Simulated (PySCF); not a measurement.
# Electric field gradients and quadrupole coupling constants

C4H12O2P2.
Z-matrix (Å and degrees, PBE0-D3(BJ)/def2-SVP geometry), rows numbered from 1:
```
C 
P   1  1.8132
O   2  1.5135  1  112.23
P   2  2.2165  1  104.48  3  -126.91
C   2  1.8276  1  105.14  3   123.50
C   5  1.5280  2  116.30  1   169.32
C   6  1.5275  5  115.57  2    55.32
O   7  1.3952  6  113.75  5   -71.02
H   1  1.0993  2  108.53  3    55.65
H   1  1.1003  2  108.36  3   -61.78
H   1  1.0992  2  111.83  3   176.90
H   4  1.4282  2   90.94  1    75.72
H   4  1.4273  2   89.78  1   169.69
H   5  1.1051  2  104.01  1   -68.95
H   5  1.1028  2  107.53  1    44.58
H   6  1.1039  5  109.93  2   -67.58
H   6  1.1034  5  107.84  2   177.25
H   7  1.1030  6  107.87  5   169.83
H   7  1.1093  6  109.21  5    54.58
H   8  0.9821  7  108.17  6    79.29
```

Field gradients from the PBE0/pcSseg-1 density (PySCF, non-relativistic), principal values in atomic units, ordered |Vxx| ≤ |Vyy| ≤ |Vzz|:

```csv
atom,Vxx,Vyy,Vzz
O3,-0.4721,-0.5732,1.0452
O8,-0.0816,-1.6807,1.7623
```

Q: Find the asymmetry η = (Vxx − Vyy)/Vzz and the couplings χ = eQV/h (234.96 MHz × Q in barn × V in au), with Q(17O) = −0.0256 b.

A: 
| atom | environment | nucleus | η | χzz (MHz) | χxx (MHz) | χyy (MHz) |
| --- | --- | --- | --- | --- | --- | --- |
| O3 | phosphoryl oxygen | 17O | 0.10 | -6.29 | 2.84 | 3.45 |
| O8 | alcohol oxygen | 17O | 0.91 | -10.60 | 0.49 | 10.11 |

At O8 η is above 0.9: Vyy and Vzz are nearly equal in size and opposite in sign, so a small change could swap them and flip the sign of χzz. 

Q: What is Vzz at O8 in SI units (1 au = 9.71736 × 10²¹ V/m²)?

A: 1.7623 au = 17.125 × 10²¹ V/m².

Were the hydrogens deuterons (Q(2H) = 0.00286 b), χzz would run from 107 kHz (H13) to 233 kHz (H20).

One conformer (not necessarily the lowest) at the PBE0-D3(BJ)/def2-SVP geometry, without solvent, vibrations or thermal averaging. With a basis this small, the couplings can be 20 % off.

The run behind these numbers computed NMR shieldings as well. Hardware: one thread of an Arm Neoverse V2, on a shared host. Cost: 46 s wall (grids of density and orbitals included), 1.0 GiB resident at most.
